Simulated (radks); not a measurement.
Results of a calculation; reference values are marked as such.
The oxygen ion O4+, 4 electrons, occupied as [He] 2s1 3d1 (not the ground configuration).

Level of theory: non-relativistic Kohn-Sham, r2SCAN, spin-unpolarised, spherical densities, point nucleus; meta-GGA in the generalised Kohn-Sham scheme (a radial shooting solver on a logarithmic mesh with Libxc functionals).

Energy parts (hartree):
total: -65.51236
kinetic: 65.42083
electron-nucleus: -140.11223
Hartree: 14.70809
exchange-correlation: -5.52905

Orbitals (lengths in bohr, moments of r in powers of bohr; <r^-3> diverges for s and p1/2; r(max) is where P^2 peaks; r(90%) holds 90 % of the orbital's charge):
\begin{tabular}{lrrrrrr}
orbital & occ. & eigenvalue (hartree) & r(max) & <r> & <r^-3> & r(90%) \\ \hline
1s & 2 & -23.69708 & 0.1291 & 0.1977 & - & 0.353 \\
2s & 1 & -4.08502 & 0.7732 & 0.9132 & - & 1.40 \\
3d & 1 & -1.21301 & 1.738 & 2.044 & 0.3650 & 3.11 \\
\end{tabular}

The highest occupied level is 3d at -33.008 eV. The electron density at the nucleus is 311.9 e/bohr^3.
